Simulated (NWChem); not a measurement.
CH₅FOSi; SMILES F[SiH2]CO

```xyz
9

O      0.6145    -1.8409     0.1939
C     -0.3552    -1.0690    -0.4786
Si    -0.5041     0.6942     0.1695
F      0.8497     1.5379    -0.1488
H      0.3617    -1.9068     1.1207
H     -1.3615    -1.5425    -0.4747
H     -0.0590    -1.0298    -1.5409
H     -1.6482     1.4046    -0.4724
H     -0.6674     0.6557     1.6538
```
Atoms are numbered in this order, from 1.

Program: NWChem. All runs use the structure optimised with PBE0/def2-SVP. B3LYP is NWChem's, with the RPA form of VWN correlation.

For level BLYP/def2-TZVP:

```yaml
highest occupied level (eV): -6.11
orbital gap (eV): 5.55
dipole (D): 2.30
```

Task: Estimate the same quantities for level B3LYP/def2-TZVP.

Result: 
- highest occupied level (eV): -7.51
- orbital gap (eV): 7.48
- dipole (D): 2.44
